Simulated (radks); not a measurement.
Problem. The molybdenum ion Mo3+ is in [Kr] 4d3. All-electron calculation, scalar-relativistic Kohn-Sham, BLYP, spin-polarised, spherical densities, finite nucleus; Fermi nuclear charge, rms radius of each element as measured or else 0.836 A^(1/3) + 0.57 fm. Program: a radial shooting solver on a logarithmic mesh with Libxc functionals. Open shells are filled with parallel spins first. One electron is removed from 3d, 4p, 4d, 4s in turn, with full relaxation. Which removal costs least, and what does each cost?

Solution. 4d 40.221 eV; 4p 76.078 eV; 4s 102.97 eV; 3d 271.27 eV. The 4d electron leaves first.
